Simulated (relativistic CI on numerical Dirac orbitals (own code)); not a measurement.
# Nd⁴⁺: N4,5 absorption edge

Computed with this model: Dirac-Coulomb-Breit CI, separate exchange-only KLI orbitals for each configuration, model QED (radiative potential, 1s self-energy scaled to tabulated hydrogen-like ionisation energies), valence Slater integrals scaled by 0.9, multiplet model of core-to-valence dipole absorption; configurations [Xe] 4f2 → [Kr] 4d9 4f3 5s2 5p6; 80 K; Lorentzian 0.5 eV and Gaussian 0.2 eV FWHM. Energies are those of the free ion, without screening or charge transfer. The branching ratio is the share of the lower-energy edge in the whole absorption, uncertain by about 0.02 where the edges overlap. S is read from ⟨S²⟩ = S(S + 1).

free ion: ground-state S = 0.98, centroid 144.81 eV. Peaks (eV, height): 137.2 (86), 141.8 (7), 147.8 (100), 150.1 (84).

Strongest unbroadened transitions for free ion:

| Energy (eV) | Relative strength |
| --- | --- |
| 117.87 | 0.2 |
| 119.37 | 0.2 |
| 122.89 | 0.2 |
| 126.80 | 0.6 |
| 127.60 | 0.1 |
| 128.91 | 0.3 |
| 130.27 | 0.1 |
| 137.18 | 88.9 |
| 141.59 | 0.4 |
| 141.85 | 7.0 |
| 144.77 | 0.3 |
| 145.83 | 0.8 |
| 146.96 | 14.0 |
| 147.77 | 100.0 |
| 148.11 | 3.9 |
| 150.06 | 85.3 |
| 150.26 | 1.8 |
| 151.95 | 0.7 |
